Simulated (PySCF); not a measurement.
**Heteronuclear NMR**

Geometry:
```json
{"atom": "C1", "x (Å)": "2.575", "y (Å)": "0.728", "z (Å)": "-0.257"}
{"atom": "Si2", "x (Å)": "2.054", "y (Å)": "-1.093", "z (Å)": "-0.249"}
{"atom": "C3", "x (Å)": "0.666", "y (Å)": "-1.301", "z (Å)": "1.087"}
{"atom": "F4", "x (Å)": "0.267", "y (Å)": "-2.641", "z (Å)": "1.083"}
{"atom": "C5", "x (Å)": "-0.466", "y (Å)": "-0.447", "z (Å)": "0.825"}
{"atom": "C6", "x (Å)": "-1.417", "y (Å)": "0.248", "z (Å)": "0.569"}
{"atom": "Si7", "x (Å)": "-2.895", "y (Å)": "1.298", "z (Å)": "0.190"}
{"atom": "O8", "x (Å)": "-4.203", "y (Å)": "0.775", "z (Å)": "1.005"}
{"atom": "H9", "x (Å)": "1.732", "y (Å)": "1.379", "z (Å)": "-0.476"}
{"atom": "H10", "x (Å)": "2.986", "y (Å)": "1.036", "z (Å)": "0.701"}
{"atom": "H11", "x (Å)": "3.335", "y (Å)": "0.905", "z (Å)": "-1.011"}
{"atom": "H12", "x (Å)": "3.149", "y (Å)": "-1.982", "z (Å)": "0.154"}
{"atom": "H13", "x (Å)": "1.485", "y (Å)": "-1.507", "z (Å)": "-1.533"}
{"atom": "H14", "x (Å)": "1.041", "y (Å)": "-1.115", "z (Å)": "2.102"}
{"atom": "H15", "x (Å)": "-2.726", "y (Å)": "2.648", "z (Å)": "0.710"}
{"atom": "H16", "x (Å)": "-3.118", "y (Å)": "1.221", "z (Å)": "-1.257"}
{"atom": "H17", "x (Å)": "-4.471", "y (Å)": "-0.139", "z (Å)": "0.997"}
```

A single conformation, relativity neglected, one averaged value for each set of equivalent atoms, in vacuum. Structure optimised with GFN2-xTB; σ from GIAO-PBE0/pcSseg-1; PySCF 2.14.

**Question.** Predict the 19F NMR data.

**Answer.** 
```csv
atoms,environment,σ (ppm),δ (ppm)
F4,fluorine on an sp3 carbon,421.6,-219.9
```

Shieldings were converted by a linear fit to measured shifts: 19F: δ = 146.13 − 0.903σ +14.6 on sp3 carbon (rms 6.0 ppm, 223 shifts, 7.0 ppm with the 5 outliers that the fit left out vs CFCl3, solution or neat liquid). Occasional misses reach two or three times the rms, and more in compound classes unlike the fitted ones.

On a 300 MHz spectrometer 19F resonates near 282.3 MHz, so 1 ppm is 282.3 Hz.

**Question.** What are the 29Si shifts?

**Answer.** 
```csv
atoms,environment,σ (ppm),δ (ppm)
Si2,"silicon bonded to 2 C, 2 H",387.1,-38.3
Si7,"silicon bonded to C, O, 2 H",399.8,-48.6
```

Shieldings were converted by a linear fit to measured shifts: 29Si: δ = 279.94 − 0.822σ (rms 8.9 ppm, 72 shifts, 25.8 ppm with the 6 outliers that the fit left out vs TMS, solution or neat liquid). Occasional misses reach two or three times the rms, and more in compound classes unlike the fitted ones.

On a 300 MHz spectrometer 29Si resonates near 59.6 MHz, so 1 ppm is 59.6 Hz.

**Question.** Where does 17O resonate?

**Answer.** 
```json
{"atoms": "O8", "environment": "oxygen bonded to Si, H", "σ (ppm)": "315.9", "δ (ppm)": "-21.0"}
```

Shieldings were converted by a linear fit to measured shifts: 17O: δ = 266.70 − 0.911σ (rms 10.7 ppm, 155 shifts, 12.2 ppm with the 3 outliers that the fit left out vs liquid water, solution or neat liquid). Occasional misses reach two or three times the rms, and more in compound classes unlike the fitted ones.

On a 500 MHz spectrometer 17O resonates near 67.8 MHz, so 1 ppm is 67.8 Hz.
